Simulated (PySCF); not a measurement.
## Excitation energy of P by level of theory

P [Ne] 3s2 3p3 (4S) → P [Ne] 3s1 3p3 4s1 (6S), as a difference of total energies. All numbers are calculated (PySCF 2.14, scalar relativity by spin-free X2C-1e, in aug-cc-pVTZ-DK (6s5p3d2f, 50 functions)). Correlated levels: valence: [Ne] frozen. The calculations carry no spin-orbit coupling.

```tsv
method	excitation energy (eV)
UHF	10.775
MP2 (valence)	12.208
SCS-MP2 (valence)	12.693
CCSD (valence)	12.403
CCSD(T) (valence)	12.487
```

How much does correlation contribute at CCSD(T) (valence)?

12.487 − (10.775) = 1.712 eV, measured against UHF.

The upper state lies above the first ionisation limit, but in LS coupling its spin forbids autoionisation to the ground ion. A Rydberg-like electron needs more diffuse functions than a valence basis has.

The promoted electron is Rydberg-like, and one or two diffuse shells describe it only roughly, which tends to raise the upper state.
